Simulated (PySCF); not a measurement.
**Bond curve of LaF**

Set-up: PySCF, spin-free X2C with a Gaussian nucleus, basis sets La x2c-SVPall, F x2c-SVPall. Energies in eV from La (5d1 6s2) + F in their ground configurations at the same level. State: singlet, about 0.1 electrons in the 4f shell (Mulliken).

All columns are MN15. A positive dipole means La(−)F(+).

| R (Å) | E (eV) | μ (D) | Mulliken charge on La (basis-dependent) | HOMO (eV) | LUMO (eV) | Mayer bond order | ⟨S²⟩ |
| --- | --- | --- | --- | --- | --- | --- | --- |
| 1.749 | -5.717 | 0.14 | 0.16 | -4.51 | -1.49 | 1.25 | 0.00 |
| 1.831 | -6.387 | -0.44 | 0.23 | -4.61 | -1.58 | 1.20 | 0.06 |
| 1.912 | -6.734 | -1.00 | 0.28 | -4.70 | -1.67 | 1.15 | 0.14 |
| 1.973 | -6.834 | -1.41 | 0.32 | -4.77 | -1.73 | 1.12 | 0.20 |
| 2.034 | -6.832 | -1.81 | 0.35 | -4.84 | -1.80 | 1.09 | 0.25 |
| 2.095 | -6.752 | -2.20 | 0.37 | -4.91 | -1.86 | 1.07 | 0.31 |
| 2.176 | -6.557 | -2.70 | 0.40 | -4.99 | -1.94 | 1.05 | 0.37 |
| 2.278 | -6.222 | -3.30 | 0.42 | -5.09 | -2.03 | 1.03 | 0.45 |
| 2.400 | -5.748 | -4.00 | 0.44 | -5.21 | -2.13 | 1.00 | 0.52 |
| 2.563 | -5.072 | -4.91 | 0.47 | -5.35 | -2.25 | 0.97 | 0.61 |

A fit through these points gives, at Re = 2.001 Å, μ = -1.60 D and dμ/dR = -6.52 D/Å; the reduced mass is 16.71 u.

Question: How strong is the fundamental in the double-harmonic approximation, I = 42.26·(dμ/dR)²/μred km/mol?

Answer: I = 42.26·(-6.52)²/16.71 = 108 km/mol at MN15.

⟨S²⟩ is raised (LaF 0.22), so spin contamination touches these numbers. ⟨S²⟩ of the unrestricted solution departs from its pure value on part of the curve, where spin states mix. Spin–orbit coupling is left out, which matters for elements this heavy, above all for dissociation energies.
